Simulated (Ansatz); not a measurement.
Gas-phase electronic energies from Ansatz, PBE0-D4/def2-TZVP geometries. CCSD(T)/CBS adds triple-zeta CCSD(T) − MP2 to the extrapolated MP2 energy (def2 sets, frozen cores). This one scheme is used for every species. DFT in def2-TZVPP. B3LYP here is the variant with VWN-RPA as its local correlation; programs differ in this. HSE06 is defined as in plane-wave codes. For Zn outer-core shells are correlated without core-valence functions, which leaves a few kJ/mol of doubt a bond. Scalar relativity is left out up to krypton. One conformer a species, not always the lowest.

`FB(Cl)O[SiH3]` + `[OH][Zn][CH2]Cl` → `OB(Cl)O[SiH3]` + `[F][Zn][CH2]Cl`  (redistribution)

`FB(Cl)O[SiH3]`:

Cartesian coordinates in Å:
```
F 0.518 1.633 1.274
B -0.566 1.269 0.605
Cl -1.980 2.302 0.716
O -0.595 0.158 -0.133
Si 0.445 -1.076 -0.526
H -0.157 -2.335 -0.034
H 0.563 -1.098 -2.001
H 1.771 -0.854 0.099
```

`[OH][Zn][CH2]Cl`:

Cartesian coordinates in Å:
```
O 2.254 0.644 0.924
Zn 0.711 0.076 0.261
C -0.933 -0.615 -0.483
Cl -2.096 0.749 -0.619
H 2.277 1.543 1.255
H -0.810 -1.027 -1.484
H -1.403 -1.370 0.145
```

`OB(Cl)O[SiH3]`:

Cartesian coordinates in Å:
```
O 0.562 -0.390 1.597
B -0.212 0.588 1.066
Cl -0.895 1.851 2.110
O -0.474 0.618 -0.251
Si -0.009 -0.381 -1.491
H 0.683 -0.315 2.546
H -0.607 0.182 -2.722
H -0.518 -1.753 -1.254
H 1.470 -0.399 -1.601
```

`[F][Zn][CH2]Cl`:

```xyz
6

F    -0.653    0.094    2.903
Zn   -0.194    0.006    1.218
C     0.286   -0.081   -0.645
Cl   -1.072    0.559   -1.623
H     0.471   -1.101   -0.978
H     1.162    0.523   -0.875
```

```csv
level,ΔE (kJ/mol),difference from CCSD(T)/CBS
LDA (SPW92),-27.2,3.2
r2SCAN-D4,-29.7,0.7
CAM-B3LYP-D4,-30.2,0.2
BLYP,-27.9,2.5
PBE0,-30.5,-0.1
B3LYP,-29.0,1.4
r2SCAN0,-30.5,-0.1
HSE06,-30.5,-0.1
MP2/def2-TZVPP,-25.1,5.3
HF/def2-QZVPP,-35.7,-5.3
CCSD(T)/CBS,-30.4,0
```

Largest T1 diagnostic among the species: 0.015.

Leaving LDA and LC-ωPBE aside and taking each functional with its dispersion term where it has one, the values, not all of them listed here, spread over 4.7 kJ/mol, from revPBE-D4 to B2PLYP. From BLYP to BHLYP (50 % exact exchange), in def2-TZVPP and without D4, ΔE moves by −3.1 kJ/mol.
